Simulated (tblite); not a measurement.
Task: Give a GFN2-xTB geometry of InChI=1S/CH6FSi3/c2-5-3-1-4-5/h1,3-4H2. (Doublet state.)

Result: 
Z-matrix in Å and degrees, rows numbered from 1:
```
F 
Si  1  1.6552
Si  2  2.3388  1  111.04
C   3  1.9292  2   83.45  1  -117.30
Si  4  1.9291  3  108.16  2     8.95
H   3  1.4698  2  114.89  1   132.03
H   3  1.4706  2  129.58  1    -7.12
H   4  1.0891  3  110.28  2  -111.83
H   4  1.0881  3  111.17  2   131.23
H   5  1.4694  2  114.79  1  -132.14
H   5  1.4706  2  129.65  1     6.94
```

Si3 (silicon bonded to C, Si and 2 H) has angles from 83.4° to 129.6°. The 4-membered ring Si2–Si3–C4–Si5 has internal angles of 83.4° to 108.2° (sum 359°, against 360° for a flat polygon); it is puckered, 0.07 Å rms from its mean plane, widest ring torsion 9°. Si2 (silicon bonded to F and 2 Si) is pyramidal (angles 111.1°, 111.0° and 83.8°, sum 306.0°, 0.86 Å off the plane of its three neighbours).

Computed geometry: GFN2-xTB, gas phase. This method treats the open shell by occupation alone, without spin polarisation.

Point group: Cs (tolerance 0.08 Å). Its GFN2-xTB frequencies are all real (lowest 68 cm⁻¹). Torsions: F1–Si2–Si3–C4 -117°, Si2–Si3–C4–Si5 9°, Si3–C4–Si5–Si2 -9°, F1–Si2–Si5–C4 117°.

The run took 0.48 s on Arm Neoverse V1, one thread, shared host with 32 logical CPUs at a one-minute load of 38. These figures are those of the optimisation.

One conformer stands for the species.
